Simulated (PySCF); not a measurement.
titanium tetrachloride (Cl4Ti), SMILES [Cl][Ti]([Cl])([Cl])[Cl], multiplicity 1. Atoms are numbered in the order given.

```xyz
5

Cl    -1.2518     1.2518     1.2518
Ti     0.0000     0.0000     0.0000
Cl     1.2518     1.2518    -1.2518
Cl     1.2518    -1.2518     1.2518
Cl    -1.2518    -1.2518    -1.2518
```
Charge 0, spin multiplicity 1.

Geometry: B3LYP-D3(BJ)/def2-SVP. The spin state was assumed, not searched.

The numbers are results of PySCF with r2SCAN/def2-TZVP, not measurements.

ESP charges are fitted to the potential on shells at 1.4 to 2.0 van der Waals radii. Atomic charges (e):

```tsv
atom	IAO	Mulliken	ESP fit
Cl1	-0.28	-0.28	-0.07
Ti2	1.10	1.11	0.26
Cl3	-0.28	-0.28	-0.07
Cl4	-0.28	-0.28	-0.07
Cl5	-0.28	-0.28	-0.07
```
